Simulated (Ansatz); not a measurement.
Ideal-gas functions of CCl2InNO, SMILES `O=C=[N][In]([Cl])[Cl]` at 800 K and 1 bar, from an Ansatz frequency run at PBE0-D4/def2-TZVP.

Molar mass 227.74 g/mol, point group Cs (symmetry number 1), electronic degeneracy 1, moments of inertia 259.859, 525.388, 785.247 u Å². Harmonic wavenumbers (cm⁻¹, unscaled): 38, 46, 88, 114, 136, 363, 402, 464, 646, 678, 1421, 2336.

Use S(trans) = R[1.5 ln M + 2.5 ln T − 1.1517]; rotational temperatures θ = 24.2544 K / I; S(rot) = R[ln(√π/σ · √(T³/θAθBθC)) + 1.5]; for each mode x = 1.438777 ν̃/T, S = R[x/(eˣ − 1) − ln(1 − e⁻ˣ)] and H = RT x/(eˣ − 1); 1 cm⁻¹ = 0.0119627 kJ/mol; R = 8.31446 J/(mol·K).

Question: By hand: the entropy, in J/(mol·K).

Answer: Translation 197.1. Rotation: θ = 0.0933, 0.0462, 0.0309 K, giving 137.7. Vibration, mode by mode: 30.63, 29.04, 23.65, 21.50, 20.04, 12.01, 11.19, 10.06, 7.52, 7.16, 2.46, 0.66, in all 175.9. Electronic 0.0. Sum 510.7 J/(mol·K).

Question: By hand: H − E and G − E in kJ/mol, counted from the electronic energy.

Answer: Zero-point energy ½ × 6732 × 0.0119627 = 40.3; thermal vibration 53.1; translation, rotation and pV give 4 RT = 26.6. H − E = 120.0 kJ/mol, and G − E = 120.0 − 800 × 510.7/1000 = -288.6 kJ/mol.

Vibration gives 34 % of the entropy, 124.9 J/(mol·K) of it from the modes under 150 cm⁻¹: soft modes count most, and the harmonic formula is weakest for them. The sum counts one conformer and one mirror image; others add a mixing term.
